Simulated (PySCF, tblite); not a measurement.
Isomers of C4H10NSSi (doublet state), one GFN2-xTB conformer each. Single-point energies are computed at B3LYP/pcH-1 (PySCF, gas phase, no added dispersion term), electronic only. GFN2-xTB treats the open shell by occupation alone, and not every SCF solution was tested for stability.

```tsv
SMILES	GFN2-xTB relative energy (kcal/mol)
C/C=C(\C)S[SiH2][NH]	10.0
[CH2]/C=C(\C)S[SiH2]N	0.0
```

Conformers: `[CH3:1]/[CH:2]=[C:3](\[CH3:4])[S:5][SiH2:6][NH:7]` (doublet state) with C2–C3–S5–Si6 105°, C3–S5–Si6–N7 52°, S5–Si6–N7–H 93°; `[CH2:1]/[CH:2]=[C:3](\[CH3:4])[S:5][SiH2:6][NH2:7]` (doublet state) with H–C1–C2–C3 0° and 180°, C2–C3–S5–Si6 -19°, C3–S5–Si6–N7 74°, S5–Si6–N7–H 174° and 30°.

What does B3LYP/pcH-1 give for the same structures?

```csv
SMILES,B3LYP/pcH-1 E (Eh),B3LYP/pcH-1 (kcal/mol),GFN2-xTB (kcal/mol),point group
[CH2]/C=C(\C)S[SiH2]N,-900.91373,0.0,0.0,C1
C/C=C(\C)S[SiH2][NH],-900.86122,33.0,10.0,C1
```

Both levels put the same isomer lowest. 

What happens when harmonic zero-point energies from GFN2-xTB frequencies are added?

| SMILES | ZPE (kcal/mol) | electronic (kcal/mol) | with ZPE (kcal/mol) |
| --- | --- | --- | --- |
| [CH2]/C=C(\C)S[SiH2]N | 79.9 | 0.0 | 0.0 |
| C/C=C(\C)S[SiH2][NH] | 79.8 | 33.0 | 32.8 |

The zero-point energies span 0.1 kcal/mol. The order is unchanged.
